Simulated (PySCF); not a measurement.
## Mayer bond orders and bond lengths

C₄H₄F₃S (charge -1).
SMILES with atom numbers: `[F:1][C:2]([F:3])([F:4])[C@@H:5]1[CH2:6][C@H:7]1[S-:8]` (hydrogens: H9 on C5; H10, H11 on C6; H12 on C7)

Cartesian coordinates in Å at the GFN2-xTB level; atoms count from 1:
```
atom  x, y, z in Å
F1     1.3658   -2.0050    0.3520
C2     1.2755   -0.6871   -0.0297
F3     1.3276   -0.7282   -1.3738
F4     2.4556   -0.1589    0.3673
C5     0.0907    0.0029    0.5242
C6    -1.2463   -0.2411   -0.1342
C7    -0.6140    1.1166   -0.2492
S8    -1.2514    2.5085    0.6031
H9     0.1236    0.0873    1.6031
H10   -2.0966   -0.3469    0.5233
H11   -1.2609   -0.8970   -0.9960
H12   -0.1684    1.3481   -1.2162
```

Bond orders from the PBE0/pcSseg-1 density (PySCF). Geometry: GFN2-xTB; no solvent, vibrations or thermal averaging. The pcSseg-1 basis has no diffuse functions, a weakness for an anion. The HOMO energy is positive at this level (+0.07 eV), so the outermost electrons may be held by the finite basis alone.

**Question.** Where do the orders between heavy atoms depart from those drawn in the SMILES?

**Answer.** The largest departure is 0.165, at C7–C5 (drawn single, 0.835). Drawn single, order above 1.12: C7–S8 (1.156). Drawn single, order below 0.88: C7–C5 (0.835). The SMILES, with its formal charges, is one Lewis structure only.

**Question.** Give the Mayer order of every bond between heavy atoms, beside its length.

**Answer.** 
```json
{"bond": "F1–C2", "drawn as": "single", "length (Å)": "1.375", "Mayer order": "0.944"}
{"bond": "C2–F3", "drawn as": "single", "length (Å)": "1.346", "Mayer order": "0.982"}
{"bond": "C2–F4", "drawn as": "single", "length (Å)": "1.352", "Mayer order": "0.985"}
{"bond": "C2–C5", "drawn as": "single", "length (Å)": "1.479", "Mayer order": "1.021"}
{"bond": "C5–C6", "drawn as": "single", "length (Å)": "1.510", "Mayer order": "0.929"}
{"bond": "C6–C7", "drawn as": "single", "length (Å)": "1.502", "Mayer order": "0.895"}
{"bond": "C7–S8", "drawn as": "single", "length (Å)": "1.752", "Mayer order": "1.156"}
{"bond": "C7–C5", "drawn as": "single", "length (Å)": "1.528", "Mayer order": "0.835"}
```

By pair of heavy elements: C–F: lowest F1–C2 (0.944, 1.375 Å), highest C2–F4 and C2–F3 (0.985, 1.352 Å). C–C: lowest C7–C5 (0.835, 1.528 Å), highest C2–C5 (1.021, 1.479 Å); in 1 of the 6 pairs the longer bond (by over 0.003 Å) has the higher order (by 0.02 or more). Bonds named together lie within 0.004.

**Question.** And the bonds to hydrogen?

**Answer.** C–H: 0.93 to 0.95 (4 bonds).

**Question.** Sum the orders of all bonds at each heavy atom with more than one neighbour and set the sums beside the valence in the SMILES.

**Answer.** C2 3.932 (drawn 4), C5 3.714 (drawn 4), C6 3.719 (drawn 4), C7 3.831 (drawn 4). Orders between atoms that aren't bonded are not in these sums.

For a closed shell the Mayer order of atoms A and B is Σ (PS)μν (PS)νμ over the basis functions μ on A and ν on B, with P the density and S the overlap matrix.

The run behind these numbers computed NMR shieldings as well. The run took 32 s on one thread, Arm Neoverse N1 (aarch64), shared host, and the process peaked at 0.73 GiB of memory.
